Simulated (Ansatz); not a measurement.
Species: CH$_{5}$BNO$_{2}$, net charge 0, doublet state. It need not be the lowest isomer of its formula. 
Coordinates optimised at B3LYP-D3(BJ)/def2-TZVP (Ansatz, a program for electronic structure):
SMILES: OB(N[CH2])O
```xyz
10

C      1.8460    -0.7063     0.3859
N      0.9293     0.3086     0.1974
B     -0.4662     0.1873    -0.0935
O     -1.1195    -1.0178    -0.1831
O     -1.1694     1.3486    -0.2906
H      1.5961    -1.7044     0.0605
H      2.8742    -0.4512     0.5800
H      1.2822     1.2454     0.3184
H     -0.5873    -1.7820     0.0534
H     -2.1036     1.1866    -0.4523
```
Charge 0, spin multiplicity 2.

Atomisation energy built up term by term with Ansatz (kcal/mol; UHF references for open shells; valence terms freeze the core; atomic spin-orbit terms are left out). Basis-set limits of correlation are two-point, X^-3; Hartree-Fock from the larger set.

```
term                                          basis    kcal/mol
-----------------------  --------------------------  ----------
Hartree-Fock                                cc-pVQZ  (withheld)
CCSD correlation               CBS(cc-pVTZ,cc-pVQZ)  (withheld)
(T)                            CBS(cc-pVTZ,cc-pVQZ)       17.37
core correlation                          cc-pwCVTZ        4.13
scalar relativity (X2C)  cc-pVTZ-DK against cc-pVTZ       -1.13
sum: De                                              (withheld)
```

Task: What belongs in the gaps?

Result: 
- Hartree-Fock, kcal/mol: 698.83
- CCSD correlation, kcal/mol: 258.95
- sum: De, kcal/mol: 978.2
